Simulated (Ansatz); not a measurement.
`P[SiH2]Cl` + `C[SeH]` → `C[Se][SiH2]Cl` + PH₃  (cleavage of the Si–P bond)

Isolated molecules relaxed with PBE0-D4/def2-TZVP in Ansatz; ΔE leaves out vibrations. CCSD(T)/CBS adds triple-zeta CCSD(T) − MP2 to the extrapolated MP2 energy (def2 sets, frozen cores). This one scheme is used for every species. For Se outer-core shells are correlated without core-valence functions, which leaves a few kJ/mol of doubt a bond. Scalar relativity is left out up to krypton. One conformer a species, not always the lowest.

```csv
species,CCSD(T)/CBS(def2) energy (Eh)
`P[SiH2]Cl`,-1092.24436
`C[SeH]`,-2441.15625
`C[Se][SiH2]Cl`,-3190.69652
PH₃,-342.72256
```

Question: Work out ΔE.

Answer: ΔE = (-3190.69652) + (-342.72256) − (-1092.24436) − (-2441.15625) = -0.01847 Eh = -11.6 kcal/mol.

Largest T1 diagnostic among the species: 0.013.

Leaving LDA and LC-ωPBE aside and taking each functional with its dispersion term where it has one, the values, not all of them listed here, spread over 2.2 kcal/mol, from BHLYP-D4 to B97M-V. From BLYP to BHLYP (50 % exact exchange), in def2-TZVPP and without D4, ΔE moves by −0.8 kcal/mol.
